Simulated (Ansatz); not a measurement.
Input for Ansatz (an electronic-structure program): U-B3LYP/cc-pVTZ on H4 chain, a point of a bond scan (R = 1.300 Å).

Ansatz 0.2 input:
```yaml
crystal:
  periodic: [false, false, false]
  atoms:
    - {symbol: H, position_ang: [0.00000000, 0.00000000, 0.00000000]}
    - {symbol: H, position_ang: [0.00000000, 0.00000000, 1.30000000]}
    - {symbol: H, position_ang: [0.00000000, 0.00000000, 2.60000000]}
    - {symbol: H, position_ang: [0.00000000, 0.00000000, 3.90000000]}
basis:
  gaussian:
    orbitals: cc-pVTZ
hamiltonian:
  xc: {name: B3LYP}
magnetization: {spin_polarized: true, initial_magnetization: 0}
```

It printed:

```
Functional definition: B3LYP
[...]
integrals: 0.00 GiB planned
240 factors; their error is unknown
mean field: 0.09 GiB planned
mean field evaluation 1: about -59.9611 eV, gradient 2.7e0 eV
mean field evaluation 2: about -59.9836 eV, gradient 2.3e0 eV
mean field evaluation 4: about -60.0422 eV, gradient 1.4e-2 eV
mean field evaluation 8: about -60.0343 eV, gradient 1.4e-2 eV
mean field evaluation 16: about -60.0343 eV, gradient 1.1e-5 eV
mean field -60.03429459 eV, -2.2062196334 hartree, gradient 2.5e-6 eV, S^2 0.000000; 1 other end points of the search recorded, 0 dependent functions left out
reference -60.03448895 eV, -2.2062267762 hartree; 2, 2 occupied and 54, 54 virtual orbitals, 240 factors
Total energy: -60.03448895 eV, -2.2062267762 hartree
```

The calculation finished and met its thresholds.

Cost: very roughly 0.7 core-seconds.
